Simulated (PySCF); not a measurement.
SMILES CC[O][GeH]([NH2])[O]CC (C4H13GeNO2), singlet (GFN2-xTB optimised geometry):

```
21

Ge    -0.079    -0.913     0.000
N      1.731    -0.913     0.000
O     -0.726     0.713     0.000
C     -0.463     1.767    -0.903
C      0.887     2.422    -0.655
O     -0.366    -1.812    -1.482
C     -1.600    -2.242    -2.012
C     -2.429    -1.101    -2.583
H     -0.875    -1.447     1.164
H      2.157    -1.792    -0.254
H      2.183    -0.549     0.827
H     -0.510     1.406    -1.937
H     -1.270     2.495    -0.753
H      0.947     2.769     0.373
H      1.016     3.268    -1.326
H      1.679     1.698    -0.829
H     -1.348    -2.957    -2.804
H     -2.183    -2.769    -1.247
H     -1.862    -0.577    -3.349
H     -2.681    -0.397    -1.792
H     -3.345    -1.490    -3.021
```

Level of theory: PySCF 2.14.0 with PBE0/def2-SVP.

What are the frontier orbital energies and the dipole moment?

HOMO-2 -7.75 eV, HOMO-1 -7.59 eV, HOMO -7.37 eV, LUMO 1.40 eV, LUMO+1 1.72 eV; dipole moment 0.89 D.

On the same geometry PBE/def2-SVP in PySCF gives HOMO-2 -6.14 eV, HOMO-1 -5.98 eV, HOMO -5.82 eV, LUMO 0.43 eV, LUMO+1 0.81 eV; dipole moment 0.89 D.

Meta-Löwdin charges at PBE0/def2-SVP: Ge1 1.09, N2 -0.66, O3 -0.60, C4 0.05, C5 -0.31, O6 -0.60, C7 0.05, C8 -0.31, H9 -0.11, H10 0.22, H11 0.22, H12 0.08, H13 0.10, H14 0.10, H15 0.10, H16 0.11, H17 0.10, H18 0.08, H19 0.10, H20 0.10, H21 0.10.
